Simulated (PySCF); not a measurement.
A structure optimised at PBE-D3(BJ)/def2-SVP, used in a PySCF frequency run:

```
Ge
F 1 1.7327
F 1 1.7327 2 106.51
F 1 1.7327 2 106.51 3 113.39
I 1 2.4754 2 112.29 3 -123.30
```
Charge 0, spin multiplicity 1.

Task: Write its SMILES, formula and point group.

Result: [F][Ge]([F])([F])[I], F₃GeI, C3v

Task: What are its rotational constants (standard atomic weights)?

Result: 3.4499, 0.87578, 0.87578 GHz
